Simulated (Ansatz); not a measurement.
A structure relaxed at PBE-D4/def2-SVP in Ansatz, charge 0, singlet:

Cartesian coordinates in Å:
```
Si -4.995 1.336 -0.850
Si -4.752 -0.908 -1.504
Si -4.197 -1.119 -3.795
Si -3.746 -1.859 2.089
Si -3.083 -1.902 -0.178
Si -2.800 -4.132 -0.871
Si -2.024 -2.012 -3.999
Si -2.329 -4.205 -3.189
Si -1.092 -5.109 0.415
Si -3.257 4.723 -0.335
Si -2.984 2.520 -1.116
Si -2.255 2.625 -3.363
Si -2.020 1.539 2.481
Si -2.157 -0.652 3.330
Si -1.346 1.489 0.216
Si -1.062 -0.738 -0.479
Si -0.265 1.389 -3.596
Si -0.434 -0.804 -2.754
Si -0.059 -1.698 3.117
Si 0.603 -1.731 0.848
Si 0.935 -3.950 0.155
Si 1.679 -1.821 -2.965
Si 1.753 -3.994 -2.063
Si 2.570 -4.902 1.553
Si -1.251 5.908 -0.669
Si -0.247 4.945 2.896
Si -0.456 2.760 3.743
Si 0.416 4.872 0.625
Si 0.676 2.644 -0.074
Si 1.332 2.589 -2.346
Si 1.629 1.686 3.555
Si 1.527 -0.513 4.386
Si 2.301 1.646 1.289
Si 2.615 -0.557 0.555
Si 3.455 1.597 -2.524
Si 3.265 -0.603 -1.718
Si 3.653 -1.495 4.162
Si 4.292 -1.530 1.883
Si 4.607 -3.766 1.234
Si 4.318 2.821 1.045
Si 5.006 2.796 -1.220
H -6.094 2.007 -1.637
H -5.367 1.380 0.613
H -6.048 -1.645 -1.250
H -5.151 -2.107 -4.422
H -4.356 0.193 -4.517
H -5.105 -1.211 2.205
H -3.855 -3.272 2.610
H -4.097 -4.867 -0.618
H -1.598 -2.038 -5.449
H -3.532 -4.783 -3.896
H -1.154 -5.100 -3.479
H -1.480 -5.042 1.873
H -0.905 -6.560 0.043
H -4.402 5.386 -1.062
H -3.586 4.697 1.138
H -3.340 2.170 -4.303
H -1.936 4.063 -3.697
H -3.378 2.195 2.576
H -2.535 -0.594 4.793
H 0.168 1.327 -5.043
H -0.158 -3.119 3.621
H 2.078 -1.826 -4.423
H 1.001 -4.999 -2.896
H 3.201 -4.422 -2.031
H 2.141 -4.769 2.994
H 2.719 -6.372 1.240
H -1.408 7.352 -0.258
H -0.882 5.869 -2.130
H -1.564 5.675 3.015
H 0.781 5.704 3.699
H -0.885 2.778 5.192
H 1.738 5.585 0.460
H 1.386 4.011 -2.859
H 2.663 2.466 4.336
H 1.091 -0.486 5.833
H 3.879 1.568 -3.975
H 4.604 -1.301 -1.815
H 3.631 -2.905 4.702
H 4.662 -0.706 4.959
H 5.567 -0.738 1.703
H 5.000 -3.841 -0.220
H 5.705 -4.398 2.054
H 4.127 4.244 1.511
H 5.375 2.186 1.914
H 5.113 4.210 -1.737
H 6.366 2.151 -1.333
```

(1) Give its formula and point group.

(2) Summarise the bond lengths by kind (pairs closer than 1.2 times the sum of covalent radii, bridged metal pairs left out).

Answers

(1) Si41H46, a nanocrystal cut from hexagonal silicon. Point group Cs (tolerance 0.1 Å).

(2) 59 × Si–Si 2.34 to 2.37 Å; 46 × H–Si 1.51 Å.

Single mean-field runs in def2-SVP are fitted with def2-universal-jkfit.
